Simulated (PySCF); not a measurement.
SMILES c1(cc(O[SiH3])ccc1)C=C (C₈H₁₀OSi) at its GFN2-xTB optimised geometry (Å):

```
20

C     -3.5449    -1.9191    -0.1494
C     -2.2395    -1.7255    -0.0069
C     -1.5442    -0.4431     0.0000
C     -2.2101     0.7828     0.0100
C     -1.4963     1.9657     0.0138
C     -0.1137     1.9577     0.0067
C      0.5674     0.7431     0.0000
O      1.9159     0.7727    -0.0046
Si     3.0752    -0.3655    -0.0072
C     -0.1498    -0.4431     0.0000
H     -3.9668    -2.9095    -0.1446
H     -4.2437    -1.1111    -0.2803
H     -1.5926    -2.5870     0.1071
H     -3.2877     0.8125     0.0225
H     -2.0213     2.9095     0.0232
H      0.4524     2.8761     0.0087
H      4.2437     0.4986    -0.0117
H      2.9838    -1.2114     1.1852
H      2.9774    -1.2145    -1.1970
H      0.3919    -1.3782    -0.0049
```

Computed with PBE/def2-SVP (PySCF). Cells within 0.4 Å of a nucleus heavier than hydrogen are left out (blank, or x).

Map of the electrostatic potential (hartree/e), clipped to [-0.08, 0.12] on the plane z = 0.0 Å:

```
|2222222222222222222222222|
|2222222222222222222222222|
|2222222222222222222222222|
|2222222222222222222222222|
|2222222333223322222222222|
|2222223465334542222222222|
|2222223899559993211122222|
|2222223899999992111112222|
|222223369x99x961001122222|
|222235799x99x998401222222|
|22234999x9999x99x97895222|
|22234999x9999x9xx99999322|
|2233457999999999999996222|
|223697599x99x99999x995322|
|2239999999999999999995322|
|22359999x9979996899964322|
|22249x9999956854444443322|
|2224999999944433333333222|
|2224996459743332222222222|
|2223553333333222222222222|
|2222332222222222222222222|
|2222222222222222222222222|
|2222222222222222222222222|
|2222222222222222222222222|
|2222222222222222222222222|
```
Scale: ten equal steps from -0.036 (start of '0') to 0.120 (end of '9'), in the order '0123456789'; x runs from -6.50 to 6.50, y from -6.50 (bottom) to 6.50 (top).
